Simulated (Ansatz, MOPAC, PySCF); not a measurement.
Torsion H3–C1–Al2–H6 in CH5Al (SMILES [CH3][AlH2]); at each angle all else is relaxed with GFN2-xTB, and the levels are single points there.
Geometry at 100° (charge 0, multiplicity 1):
```xyz
7

C     -0.914    -0.071    -0.006
Al     1.070    -0.003    -0.004
H     -1.367     0.497    -0.828
H     -1.298    -1.095    -0.100
H     -1.338     0.340     0.919
H      1.893     0.935     0.917
H      1.968    -0.884    -0.911
```
Energies count from the point at 100°.

Frozen-core correlation. CBS(a, b) extrapolates the correlation energy as X⁻³ and adds the Hartree–Fock energy of set b. The state that PM3 reach isn't checked.

Programs: Ansatz (Gaussian orbitals); MOPAC for PM3 (differences of heats of formation); PySCF for the dispersion terms. Values without a source in brackets are computed.

Energies in kcal/mol.

```json
[
 {"dihedral (°)": "0", "PM3": "0.02", "r2SCAN-D4/def2-TZVPP": "0.02", "MP2/cc-pV(Q+d)Z": "0.02", "CCSD(T)/cc-pV(Q+d)Z": "0.01", "CCSD(T)/CBS(cc-pV(T+d)Z, cc-pV(Q+d)Z)": "0.01"},
 {"dihedral (°)": "20", "PM3": "0.00", "r2SCAN-D4/def2-TZVPP": "0.01", "MP2/cc-pV(Q+d)Z": "0.01", "CCSD(T)/cc-pV(Q+d)Z": "0.01", "CCSD(T)/CBS(cc-pV(T+d)Z, cc-pV(Q+d)Z)": "0.01"},
 {"dihedral (°)": "40", "PM3": "0.00", "r2SCAN-D4/def2-TZVPP": "0.01", "MP2/cc-pV(Q+d)Z": "0.01", "CCSD(T)/cc-pV(Q+d)Z": "0.01", "CCSD(T)/CBS(cc-pV(T+d)Z, cc-pV(Q+d)Z)": "0.01"},
 {"dihedral (°)": "60", "PM3": "0.02", "r2SCAN-D4/def2-TZVPP": "0.02", "MP2/cc-pV(Q+d)Z": "0.02", "CCSD(T)/cc-pV(Q+d)Z": "0.02", "CCSD(T)/CBS(cc-pV(T+d)Z, cc-pV(Q+d)Z)": "0.02"},
 {"dihedral (°)": "80", "PM3": "0.00", "r2SCAN-D4/def2-TZVPP": "0.00", "MP2/cc-pV(Q+d)Z": "0.00", "CCSD(T)/cc-pV(Q+d)Z": "0.00", "CCSD(T)/CBS(cc-pV(T+d)Z, cc-pV(Q+d)Z)": "0.00"},
 {"dihedral (°)": "100", "PM3": "0.00", "r2SCAN-D4/def2-TZVPP": "0.00", "MP2/cc-pV(Q+d)Z": "0.00", "CCSD(T)/cc-pV(Q+d)Z": "0.00", "CCSD(T)/CBS(cc-pV(T+d)Z, cc-pV(Q+d)Z)": "0.00"},
 {"dihedral (°)": "120", "PM3": "0.01", "r2SCAN-D4/def2-TZVPP": "0.02", "MP2/cc-pV(Q+d)Z": "0.02", "CCSD(T)/cc-pV(Q+d)Z": "0.02", "CCSD(T)/CBS(cc-pV(T+d)Z, cc-pV(Q+d)Z)": "0.02"}
]
```

Ansatz is an electronic-structure program.
